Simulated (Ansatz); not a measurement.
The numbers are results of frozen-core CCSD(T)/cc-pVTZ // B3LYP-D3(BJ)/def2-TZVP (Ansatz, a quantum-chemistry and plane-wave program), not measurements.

Ansatz 0.2 input:
```yaml
crystal:
  periodic: [false, false, false]
  atoms:
    - { symbol: S, position_ang: [1.615399, -0.558666, -0.091258] }
    - { symbol: Al, position_ang: [-0.502849, -0.117894, -0.010721] }
    - { symbol: Cl, position_ang: [-1.859018, -1.697078, -0.110503] }
    - { symbol: Cl, position_ang: [-1.195478, 1.843683, 0.163314] }
    - { symbol: H, position_ang: [1.958722, 0.738843, 0.006897] }
basis:
  gaussian: { orbitals: cc-pVTZ }
correlation:
  method: ccsd_t
```

Output:

```
Functional definition: HF
890 factors; integrals over basis functions are off by at most 1.1e-3 eV
mean field evaluation 1: about -42429.2975 eV, gradient 1.9e1 eV
mean field evaluation 2: about -42429.4813 eV, gradient 2.0e1 eV
mean field evaluation 4: about -42430.8417 eV, gradient 1.9e0 eV
mean field evaluation 8: about -42430.8771 eV, gradient 1.3e-1 eV
mean field evaluation 16: about -42430.3605 eV, gradient 8.6e0 eV
mean field -42430.87726040 eV, -1559.3059786381 hartree, gradient 2.5e-6 eV, S^2 0.000000; 0 other end points of the search recorded, 0 dependent functions left out
20 core orbitals not correlated
reference -42430.87726040 eV, -1559.3059786381 hartree; 12, 12 occupied and 118, 118 virtual orbitals, 890 factors
second order -16.77227327 eV of doubles, -0.00000000 eV of singles
cycle   1  -17.72458024 eV  change   -9.5e-1 eV  update   7.7e-2
cycle   2  -18.08255573 eV  change   -3.6e-1 eV  update   2.2e-2
cycle   3  -18.13731351 eV  change   -5.5e-2 eV  update   9.9e-3
cycle   4  -18.13081490 eV  change    6.5e-3 eV  update   2.5e-3
cycle   5  -18.12973491 eV  change    1.1e-3 eV  update   8.3e-4
cycle   6  -18.12958991 eV  change    1.4e-4 eV  update   2.5e-4
cycle   7  -18.12955585 eV  change    3.4e-5 eV  update   8.0e-5
cycle   8  -18.12958019 eV  change   -2.4e-5 eV  update   2.5e-5
perturbative correction -0.78165869 eV, -0.0287254269 hartree
Total energy: -42449.78849927 eV, -1560.0009538482 hartree
```

Cost: about 23 core-seconds (a rough figure).
